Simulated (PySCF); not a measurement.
## Identify the compound

An unknown has the formula C6H11ClOSi. Its calculated NMR data are:

$^{1}$H NMR (400 MHz, computed): δ 4.27 (s, 3H), 2.79 (q, 2H), 2.47 (s, 3H), 1.15 (t, 3H).

$^{13}$C{$^{1}$H} NMR (computed): δ 186.1 (C), 184.5 (C), 149.9 (C), 27.4 (CH3), 27.0 (CH2), 16.9 (CH3).

[PySCF 2.14.0 with density-fitted response routines: structure optimised with GFN2-xTB; GIAO PBE0/pcSseg-1 shieldings; one averaged value for each set of equivalent atoms; relativity neglected; no solvent; one computed conformer]

References, each an isolated molecule treated in the same way: $^{1}$H (31.72 ppm), $^{13}$C (186.93 ppm) vs TMS.

Q: Choose the structure that fits.
A. CC(C)/C([SiH3])=C/C(=O)Cl
B. CCC(=O)/C(Cl)=C/[SiH2]C
C. CC/C(C(=O)Cl)=C(\C)[SiH3]
D. CCCOC1=C([SiH2]Cl)C1
E. C=C(C)CC(=O)[SiH2]CCl

A: C. 

The formula gives 2 degrees of unsaturation (no ring in the answer). 6 carbon signals for 6 carbons: no two carbons are equivalent. Carbon types of the structure: 3 × C, 1 × CH2, 2 × CH3, leaving 3 H on heteroatoms. δC 186.1: β carbon of a C=C–C=O unit; conjugation with the carbonyl draws π density from the β position. δC 184.5: carbonyl carbon. δC 149.9: α carbon of a C=C–C=O unit; the olefinic region. δC 27.0: allylic sp3 CH2; a saturated carbon with 2 carbon neighbours and no heteroatom attached. δH 2.47: hydrogen on an allylic methyl carbon; allylic position.

The others: CC(C)/C([SiH3])=C/C(=O)Cl would give 5 carbon signals, not 6; CCCOC1=C([SiH2]Cl)C1 would give 5 signals for carbon-bound and other non-exchanging H, not 4; C=C(C)CC(=O)[SiH2]CCl would give 6 signals for carbon-bound and other non-exchanging H, not 4; CCC(=O)/C(Cl)=C/[SiH2]C would give 5 signals for carbon-bound and other non-exchanging H, not 4.

Carbons that carry Cl, above all several Cl atoms, come out too deshielded, partly because spin–orbit coupling is missing. Shifts are as computed. Against solution values, carbons near 30 ppm lie about +3 ppm off and those near 130 ppm about +5 ppm; carbons on Cl a further +6 ppm. Of 1211 compounds with measured shifts, 218 miss one by over three times the rms of a fit or turn the order of signals round; such compounds aren't used in these exercises. No couplings were computed; multiplicities are counted from neighbouring protons, with m where these are inequivalent, close in shift, in a saturated or five-membered ring or joined by F or P, and br s for small geminal =CH2 splittings.
